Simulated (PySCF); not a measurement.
Species: C5H8OSi.
Numbering: `[SiH3:1][CH2:2][c:3]1[cH:4][cH:5][cH:6][o:7]1` (hydrogens: H8, H9, H10 on Si1; H11, H12 on C2; H13 on C4; H14 on C5; H15 on C6)

The same species was optimised twice, with GFN2-xTB and with PBE0-D3(BJ)/def2-SVP (PySCF), and the same property calculations (PySCF, gas phase) were run on both structures.

| coordinate | GFN2-xTB | PBE0-D3(BJ)/def2-SVP | change |
| --- | --- | --- | --- |
| Si1–C2 (Å) | 1.914 | 1.900 | -0.014 |
| C4–C5 (Å) | 1.418 | 1.431 | +0.013 |
| C5–C6 (Å) | 1.357 | 1.361 | +0.004 |
| C3–O7 (Å) | 1.351 | 1.354 | +0.003 |
| C6–O7 (Å) | 1.348 | 1.352 | +0.004 |
| C3–C4 (Å) | 1.364 | 1.367 | +0.003 |
| C2–C3 (Å) | 1.480 | 1.482 | +0.002 |
| Si1–C2–C3 (°) | 110.0 | 113.6 | +3.6 |
| C2–C3–C4 (°) | 131.8 | 133.5 | +1.7 |
| C2–C3–O7 (°) | 118.3 | 117.0 | -1.3 |
| C3–O7–C6 (°) | 107.3 | 108.0 | +0.7 |
| C4–C3–O7 (°) | 109.8 | 109.5 | -0.3 |
| C5–C6–O7 (°) | 110.5 | 110.2 | -0.3 |
| C4–C5–C6 (°) | 105.9 | 105.9 | 0.0 |
| C3–C4–C5 (°) | 106.4 | 106.4 | 0.0 |
| Si1–C2–C3–C4 (°) | 98 | 107 | +9 |

Rotational constants: A = 5520, B = 1302, C = 1215 MHz (GFN2-xTB) against A = 5668, B = 1274, C = 1170 MHz (PBE0-D3(BJ)/def2-SVP). Point groups within 0.08 Å: C1 and C1.

On the GFN2-xTB structure: lowest singlet, TDDFT (eV) 5.91 [wB97X-D/def2-SVPD]; lowest triplet, Tamm–Dancoff (eV) 3.99 [wB97X-D/def2-SVPD]; isotropic polarisability (au) 86.7 [wB97X-D/def2-SVPD]; HOMO (eV) -7.97 [wB97X-D/def2-SVPD]; LUMO (eV) 1.94 [wB97X-D/def2-SVPD]; dipole (D) 0.65 [wB97X-D/def2-SVPD].

What do these properties become on the PBE0-D3(BJ)/def2-SVP structure?

```csv
property,level,on GFN2-xTB,on PBE0-D3(BJ)/def2-SVP,change
"lowest singlet, TDDFT (eV)",wB97X-D/def2-SVPD,5.91,5.94,+0.03
"lowest triplet, Tamm–Dancoff (eV)",wB97X-D/def2-SVPD,3.99,4.00,+0.01
isotropic polarisability (au),wB97X-D/def2-SVPD,86.7,88.5,+1.8
HOMO (eV),wB97X-D/def2-SVPD,-7.97,-8.07,-0.10
LUMO (eV),wB97X-D/def2-SVPD,1.94,1.87,-0.07
dipole (D),wB97X-D/def2-SVPD,0.65,0.77,+0.12
"energy, GFN2-xTB geometry as zero (kcal/mol)",wB97X-D/def2-SVPD,0.0,-1.5,-1.5
```

The heavy atoms differ by 0.074 Å rms after alignment. Among bonds between heavy atoms Si1–C2 and C4–C5 change most and about equally (-0.014 to +0.013 Å). Changes are differences of the printed values. Neither structure is proved a minimum here.

The values belong to the conformer `[SiH3:1][CH2:2][c:3]1[cH:4][cH:5][cH:6][o:7]1`: Si1–C2–C3–C4 107°.

The pairwise dispersion term of wB97X-D wasn't added to the energies; at a given geometry it leaves orbitals and properties as they are.
